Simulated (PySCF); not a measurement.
CH₈FNOSi₂, SMILES CO[SiH2][Si@@H](N)F.

Geometry optimised at PBE0-D3(BJ)/def2-SVP. The structure was generated by enumeration; whether it is a known compound was not checked. One conformer was computed; it need not be the lowest.

The numbers are results of PBE/def2-TZVP (PySCF), not measurements.

Isolated molecule, no solvent.

- total energy: -851.37750 hartree
- highest occupied level: -6.55 eV
- lowest empty level: -1.23 eV
- orbital gap: 5.32 eV
- dipole moment: 0.402 e·Å
- quadrupole, principal values (traceless, Buckingham form, about the centre of nuclear charge): -12.54, -2.20, 14.74 D·Å
- mean static polarisability: 79.4 bohr³ (11.76 Å³)
- polarisability, principal values: 67.3, 73.6, 97.3 bohr³
